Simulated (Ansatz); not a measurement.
Compare A (`CC[SiH2]PO`) with its isomer B (`CCO[SiH2]P`).

Computed with Ansatz on PBE0-D4/def2-TZVP structures; ΔE is electronic, products minus reactants. CCSD(T)/CBS is the MP2 limit (def2-TZVPP, def2-QZVPP) plus CCSD(T) − MP2 in def2-TZVPP, frozen cores. DFT in def2-TZVPP. B3LYP here is the variant with VWN-RPA as its local correlation; programs differ in this. One conformer a species, not always the lowest.

**Question.** Which isomer does CCSD(T)/CBS put lower? Give the gap. (Best estimate.)

**Answer.** The calculation gave: B, by 41.2 kJ/mol.

**Question.** Give E(B) − E(A) in kJ/mol with B3LYP-D4, ωB97M-V, MP2/def2-TZVPP, CCSD/def2-TZVPP, PBE-D4, HF/def2-TZVPP, PBE0-D4. (Best estimate.)

**Answer.** The calculation gave: B3LYP-D4 -42.3, ωB97M-V -39.6, MP2/def2-TZVPP -43.0, CCSD/def2-TZVPP -47.9, PBE-D4 -33.3, HF/def2-TZVPP -62.4, PBE0-D4 -37.2. None reverses the order clearly.

Largest T1 diagnostic: 0.012.

The D4 term adds +5.5 kJ/mol with B3LYP and +3.1 kJ/mol with PBE0; it sums over pairs of atoms, weighted by their polarisabilities, and B3LYP, whose exchange is more repulsive, gets the larger term. From PBE to PBE0 (25 % exact exchange), in def2-TZVPP and without D4, E(B) − E(A) moves by −3.6 kJ/mol.
